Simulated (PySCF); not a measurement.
C3H2F3, SMILES FC([C](F)F)=C, multiplicity 2. Atoms are numbered in the order given.

```xyz
8

C     -1.0815    -1.5733     0.0000
C      0.0053    -0.7293     0.0000
F      1.2482    -1.2395     0.0000
C     -0.0444     0.6600     0.0000
F     -1.1806     1.3250     0.0000
F      1.0146     1.4341     0.0000
H     -2.0930    -1.1700     0.0000
H     -0.9234    -2.6513     0.0000
```
Charge 0, spin multiplicity 2.

The structure is a stationary point at B3LYP-D3(BJ)/def2-SVP. The isomer is the one that the SMILES or the coordinates give; other isomers of the formula were not compared. The values are those of a single conformer.

Two levels are set side by side: PBE/pcH-1 (PySCF) and B3LYP/pcH-1 (PySCF). Contact hyperfine couplings, same geometry. Differences are taken from unrounded values.

| quantity | PBE |
|---|---|
| A(iso) of 13C, atom C1 (MHz) | 39.5 |
| A(iso) of 13C, atom C2 (MHz) | -46.2 |
| A(iso) of 19F, atom F3 (MHz) | -17.4 |
| A(iso) of 13C, atom C4 (MHz) | 53.0 |
| A(iso) of 19F, atom F5 (MHz) | 60.5 |
| A(iso) of 19F, atom F6 (MHz) | 67.3 |
| A(iso) of 1H, atom H7 (MHz) | -35.1 |
| A(iso) of 1H, atom H8 (MHz) | -37.2 |

Problem. These are the PBE values. What does B3LYP give? (Estimate from the structure and the level; the computed values follow.)

Solution. 
```json
[
 {"quantity": "A(iso) of 13C, atom C1 (MHz)", "B3LYP": "54.3", "PBE minus B3LYP": "-14.8"},
 {"quantity": "A(iso) of 13C, atom C2 (MHz)", "B3LYP": "-60.3", "PBE minus B3LYP": "14.0"},
 {"quantity": "A(iso) of 19F, atom F3 (MHz)", "B3LYP": "-32.3", "PBE minus B3LYP": "14.9"},
 {"quantity": "A(iso) of 13C, atom C4 (MHz)", "B3LYP": "70.3", "PBE minus B3LYP": "-17.2"},
 {"quantity": "A(iso) of 19F, atom F5 (MHz)", "B3LYP": "91.3", "PBE minus B3LYP": "-30.8"},
 {"quantity": "A(iso) of 19F, atom F6 (MHz)", "B3LYP": "103.0", "PBE minus B3LYP": "-35.8"},
 {"quantity": "A(iso) of 1H, atom H7 (MHz)", "B3LYP": "-39.6", "PBE minus B3LYP": "4.5"},
 {"quantity": "A(iso) of 1H, atom H8 (MHz)", "B3LYP": "-42.0", "PBE minus B3LYP": "4.8"}
]
```

Rough cost on one machine, each run with all the roots and properties that it gave: B3LYP against PBE within a factor of 2.
